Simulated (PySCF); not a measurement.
## BBr⁻ from Hartree–Fock to correlated methods

State: ²Π (doublet), unpaired electrons π ↑. Set-up: basis B def2-TZVPPD, Br def2-TZVPPD; no relativity; PySCF 2.14. De refers to B + Br⁻ in their high-spin ground configurations, without counterpoise correction. The functionals are run spin-unrestricted. A positive dipole points towards Br; it is taken about the centre of mass and depends on that origin.

```json
{"Level": "UHF", "Re (Å)": "2.260", "ωe (cm⁻¹)": "258", "De (eV)": "n/a", "μ (D)": "4.67"}
{"Level": "UHF-MP2", "Re (Å)": "2.092", "ωe (cm⁻¹)": "408", "De (eV)": "1.23", "μ (D)": "n/a"}
{"Level": "UHF-SCS-MP2", "Re (Å)": "2.114", "ωe (cm⁻¹)": "386", "De (eV)": "1.09", "μ (D)": "n/a"}
{"Level": "UHF-CCSD", "Re (Å)": "2.130", "ωe (cm⁻¹)": "372", "De (eV)": "1.05", "μ (D)": "n/a"}
{"Level": "UHF-CCSD(T)", "Re (Å)": "2.123", "ωe (cm⁻¹)": "384", "De (eV)": "1.17", "μ (D)": "n/a"}
{"Level": "PBE", "Re (Å)": "2.115", "ωe (cm⁻¹)": "396", "De (eV)": "1.59", "μ (D)": "5.83"}
{"Level": "BLYP", "Re (Å)": "2.166", "ωe (cm⁻¹)": "347", "De (eV)": "1.27", "μ (D)": "5.56"}
{"Level": "BP86", "Re (Å)": "2.130", "ωe (cm⁻¹)": "384", "De (eV)": "1.50", "μ (D)": "5.79"}
{"Level": "r²SCAN", "Re (Å)": "2.121", "ωe (cm⁻¹)": "389", "De (eV)": "1.49", "μ (D)": "5.84"}
{"Level": "TPSSh", "Re (Å)": "2.146", "ωe (cm⁻¹)": "369", "De (eV)": "1.36", "μ (D)": "5.56"}
{"Level": "PBE0", "Re (Å)": "2.108", "ωe (cm⁻¹)": "399", "De (eV)": "1.44", "μ (D)": "5.76"}
{"Level": "BHandHLYP", "Re (Å)": "2.146", "ωe (cm⁻¹)": "351", "De (eV)": "1.05", "μ (D)": "5.40"}
{"Level": "ωB97X-V", "Re (Å)": "2.121", "ωe (cm⁻¹)": "382", "De (eV)": "1.22", "μ (D)": "5.71"}
{"Level": "B2PLYP", "Re (Å)": "2.128", "ωe (cm⁻¹)": "372", "De (eV)": "1.20", "μ (D)": "5.52"}
```

The bond length runs from 2.092 Å (UHF-MP2) to 2.260 Å (UHF). De spans 1.05 eV (BHandHLYP, global hybrid GGA) to 1.59 eV (PBE, GGA).

Correlated steps freeze 10 core orbitals. Spin–orbit coupling is left out. For an ion De counts to the pair picked by the measured ionisation energies or electron affinities, which need not be the lowest pair at this level. The highest Kohn–Sham level is positive in this anion. Much of that is self-interaction error, but it also means that the finite basis helps to hold the extra electron. B2PLYP dipoles, levels and charges come from its SCF part alone. The state was picked by a PBE0 search and need not be the measured ground state.

The whole job (state search and all levels along the bond) took about 16 min on 2 threads of Arm Neoverse V1 (shared host), peak memory 3.7 GiB.
